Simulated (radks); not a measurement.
The numbers below are computed, except where a source is named.
Task: These are the eigenvalues of the occupied orbitals of an atom or ion with whole-number occupations (eV). Code: a radial shooting solver on a logarithmic mesh with Libxc functionals. Model: Dirac Kohn-Sham, OLYP, spin-unpolarised, spherical densities, finite nucleus; Fermi nuclear charge, rms radius of each element as measured or else 0.836 A^(1/3) + 0.57 fm.

orbital  eigenvalue
1s1/2     -50083.88
2s1/2     -8309.973
2p1/2     -7894.184
2p3/2     -7198.574
3s1/2     -1879.986
3p1/2     -1699.713
3p3/2     -1556.923
3d3/2     -1245.743
3d5/2     -1214.590
4s1/2     -415.9026
4p1/2     -345.5879
4p3/2     -313.5925
4d3/2     -197.6236
4d5/2     -191.7963
5s1/2      -91.2145
5p1/2      -70.7838
5p3/2      -65.7690
4f5/2      -54.3298

Which element is it, and in what charge state? The configuration may be excited. Open shells, if any, fill j = l - 1/2 first.

Result: Z = 64, gadolinium, charge +4: Gd4+ in [Xe] 4f6. The list shows which subshells hold electrons but not how many an open one holds; the 1s level, -1840.5 hartree, gives Z - s = 60.7 by -(Z - s)^2/2, which with screening and relativity narrows Z to a few neighbours, and the depths of the outer levels then fix element, charge and occupations together.
